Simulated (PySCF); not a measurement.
F₄Zr, SMILES [F][Zr]([F])([F])[F] (connectivity only; charge and spin as stated), charge -1, multiplicity 2.

Geometry optimised at PBE0-D3(BJ)/def2-SVPD. The multiplicity is an assumed one; other spin states were not compared. The isomer is the one that the SMILES or the coordinates give; other isomers of the formula were not compared. The def2 effective core potentials stand for the cores of Zr; spin–orbit coupling is left out.

All values below come from M06-2X/def2-TZVPD in PySCF.

Gas-phase values at a fixed geometry.

The total energy comes out as -446.74813 hartree, the point group is D2d and the α spin, highest occupied and lowest empty level is -0.91 and 4.09 eV. The β spin, highest occupied and lowest empty level is -7.83 and 1.72 eV, the dipole moment about the centre of nuclear charge is 0.00 D and the mean static polarisability is 63.9 bohr³ (9.48 Å³). The polarisability, principal values comes out as 52.9, 52.9, 86.1 bohr³ and the ⟨S²⟩ comes out as 0.752 (pure state 0.75).
